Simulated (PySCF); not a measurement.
Vertical excitations of a molecule C2H8FNSi2 from TDDFT-PBE/def2-SVPD (PySCF), as energy in eV (oscillator strength): 4.51 (0.017), 4.89 (0.002), 5.37 (0.020), 5.46 (0.136), 5.64 (0.010), 6.08 (0.011), 6.12 (0.014), 6.22 (0.007), 6.27 (0.006), 6.47 (0.046). Lowest triplet (TDA): 4.02 eV. Geometry: B3LYP-D3(BJ)/def2-SVP. The values are those of a single conformer.

### Question
Pick the molecule that these values belong to.
A) C=C[Si@H](N)[SiH2]F
B) C[Si@]1(F)C[SiH2]N1
C) F/C=C/N([SiH3])[SiH3]
D) C[C@@H]1[SiH2]N[Si@@H]1F

### Answer
A, C=C[Si@H](N)[SiH2]F
